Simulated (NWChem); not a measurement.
Species: BSiH₅; SMILES B[SiH3]

All runs: NWChem. Pople sets run with spherical d functions. All runs use the structure optimised with PBE0/def2-SVP. Level PBE/6-31G*: single points from the atomic guess with DIIS by default; each run changes one setting, and all converged runs end within 0.3 mHa of each other. cgmin counts macro-iterations, each dearer than a DIIS step.

### Question
Which setting needs the most SCF iterations, or fails (DIIS on 3 Fock matrices; quadratically convergent solver (cgmin); DIIS on 20 Fock matrices; defaults; no DIIS, 40 % damping)?

### Answer
no DIIS, 40 % damping, with 13 against 7 for the defaults.
| setting | SCF iterations |
|---|---|
| defaults | 7 |
| no DIIS, 40 % damping | 13 |
| quadratically convergent solver (cgmin) | 4 |
| DIIS on 20 Fock matrices | 7 |
| DIIS on 3 Fock matrices | 7 |
